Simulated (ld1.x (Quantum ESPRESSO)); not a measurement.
manganese (Mn), ultrasoft: configuration errors across variants

* Element: manganese
* Generator: ld1.x (Quantum ESPRESSO) 7.5
* Type: ultrasoft
* Functional: PBE
* Relativity: scalar-relativistic
* Frozen core: [Ne]
* Valence charge: 15
* Reference configuration: 3s2 3p6 3d5 4s2 4p0
* Partial waves: 3s (bound): rcut 1.15, rcutus 1.30 bohr; 4s (bound): rcut 1.15, rcutus 1.30 bohr; 3p (bound): rcut 1.45, rcutus 1.60 bohr; 4p (bound, empty): rcut 1.45, rcutus 1.60 bohr; 3d (bound): rcut 1.55, rcutus 2.15 bohr; 3d channel at 4.5 Ry: rcut 1.55, rcutus 2.15 bohr
* Local potential: all-electron potential smoothed inside 1.25 bohr (lloc = -1)
* Core correction: none
* Augmentation charge: PSQ, radius 1.25 bohr

All-electron excitation energies from the reference (eV): (1) 3s2 3p6 3d5 4s1 4p0 8.416; (2) 3s2 3p6 3d5 4s0 4p0 24.015; (3) 3s2 3p6 3d4 4s0 4p0 56.534; (4) 3s2 3p6 3d6 4s1 4p0 -0.358; (5) 3s1 3p6 3d5 4s2 4p0 93.506; (6) 3s2 3p6 3d3 4s0 4p0 107.296; (7) 3s2 3p6 3d5 4s1 4p1 3.857.

The overlap operator is not positive definite (basis up to 400 Ry) in “base”, “wave 3d channel at 4.5 Ry: rcut 1.55, rcutus 2.15 bohr becomes 3d channel at -0.37 Ry: rcut 1.55, rcutus 2.15 bohr”, “wave 3d channel at 4.5 Ry: rcut 1.55, rcutus 2.15 bohr becomes 3d channel at -0.22 Ry: rcut 1.55, rcutus 2.15 bohr”, “wave 3d channel at 4.5 Ry: rcut 1.55, rcutus 2.15 bohr becomes 3d channel at 0.06 Ry: rcut 1.55, rcutus 2.15 bohr”, “wave 3d channel at 4.5 Ry: rcut 1.55, rcutus 2.15 bohr becomes 3d channel at 0.31 Ry: rcut 1.55, rcutus 2.15 bohr”, “wave 3d channel at 4.5 Ry: rcut 1.55, rcutus 2.15 bohr becomes 3d channel at 0.93 Ry: rcut 1.55, rcutus 2.15 bohr”, “wave 3d channel at 4.5 Ry: rcut 1.55, rcutus 2.15 bohr becomes 3d channel at 2.9 Ry: rcut 1.55, rcutus 2.15 bohr”. Such files are unfit for use, however small their errors in these radial tests.

Tests that are not counted but printed errors over 1 eV. “wave 3d channel at 4.5 Ry: rcut 1.55, rcutus 2.15 bohr becomes 3d channel at 0.06 Ry: rcut 1.55, rcutus 2.15 bohr”: 3s2 3p6 3d4 4s0 4p0 (solver errors, printed error -1663 eV); 3s2 3p6 3d3 4s0 4p0 (solver errors, printed error -1511 eV). “wave 3d channel at 4.5 Ry: rcut 1.55, rcutus 2.15 bohr becomes 3d channel at 0.31 Ry: rcut 1.55, rcutus 2.15 bohr”: 3s2 3p6 3d6 4s1 4p0 (solver errors, printed error -2503 eV); 3s2 3p6 3d4 4s0 4p0 (solver errors, printed error -1657 eV); 1 more. “wave 3d channel at 4.5 Ry: rcut 1.55, rcutus 2.15 bohr becomes 3d channel at 0.93 Ry: rcut 1.55, rcutus 2.15 bohr”: 3s2 3p6 3d6 4s1 4p0 (solver errors, printed error -2507 eV); 3s2 3p6 3d4 4s0 4p0 (solver errors, printed error -1661 eV); 1 more.

Errors AE − PS in meV (a dash: test not solved or not reliable):

```tsv
change	(1)	(2)	(3)	(4)	(5)	(6)	(7)	bound ghosts
base	-0.9	-2.7	-119	-25	-217	-730	-26	not determined (overlap not positive)
wave 3d channel at 4.5 Ry: rcut 1.55, rcutus 2.15 bohr becomes 3d channel at -0.37 Ry: rcut 1.55, rcutus 2.15 bohr	-0.8	-1.6	-152	-33	-291	-937	-26	not determined (overlap not positive)
wave 3d channel at 4.5 Ry: rcut 1.55, rcutus 2.15 bohr becomes 3d channel at -0.22 Ry: rcut 1.55, rcutus 2.15 bohr	-0.9	-1.8	-159	-35	-306	–	–	not determined (overlap not positive)
wave 3d channel at 4.5 Ry: rcut 1.55, rcutus 2.15 bohr becomes 3d channel at 0.06 Ry: rcut 1.55, rcutus 2.15 bohr	-0.9	-1.5	–	-100	-187	–	-27	not determined (overlap not positive)
wave 3d channel at 4.5 Ry: rcut 1.55, rcutus 2.15 bohr becomes 3d channel at 0.31 Ry: rcut 1.55, rcutus 2.15 bohr	-2.7	-19	–	–	-398	–	-1.8	not determined (overlap not positive)
wave 3d channel at 4.5 Ry: rcut 1.55, rcutus 2.15 bohr becomes 3d channel at 0.93 Ry: rcut 1.55, rcutus 2.15 bohr	-1.0	-1.0	–	–	-153	–	-23	not determined (overlap not positive)
wave 3d channel at 4.5 Ry: rcut 1.55, rcutus 2.15 bohr becomes 3d channel at 2.9 Ry: rcut 1.55, rcutus 2.15 bohr	-0.8	-1.5	-69	-32	-152	-338	-25	not determined (overlap not positive)
```

(1) Give the same row for: wave 3d channel at 4.5 Ry: rcut 1.55, rcutus 2.15 bohr becomes 3d channel at 4.53 Ry: rcut 1.55, rcutus 2.15 bohr.

Answers

(1) -0.9, -2.8, -120, -25, -217, -731, -26; bound ghosts: not determined (overlap not positive). Its overlap operator is not positive definite in a basis up to 400 Ry (lowest eigenvalue p -44.94), so the file is unfit for use: the generalised eigenproblem breaks down once the basis is large enough, and its test numbers describe a broken file.
